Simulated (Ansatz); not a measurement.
CuSe2⁺. Charge 1, multiplicity 3. Geometry r2SCAN-D4/def2-TZVP; atoms count from 1.

```xyz
3

Cu    0.077   -1.334   -0.337
Se   -0.883    0.805   -0.569
Se    0.805    0.529    0.906
```

The structure comes from a short search, and lower isomers may exist.

Estimate the Mulliken populations from the PBE0/def2-TZVP orbitals of Ansatz.


| atom | charge (e) | spin (α − β) | d electrons |
| --- | --- | --- | --- |
| Cu1 | 0.51 | 0.13 | 9.83 |
| Se2 | 0.24 | 0.94 | – |
| Se3 | 0.24 | 0.94 | – |
Mulliken values depend strongly on the basis.

Where does the spin sit?

Summed by element: Cu 0.13, Se 1.87, of 2 unpaired in all. Largest on single atoms: Se2 0.94, Se3 0.94, Cu1 0.13.

And the Mayer bond orders between heavy atoms (over 0.3)?

Cu1–Se2 0.69 (2.36 Å); Cu1–Se3 0.69 (2.36 Å); Se2–Se3 1.63 (2.26 Å).
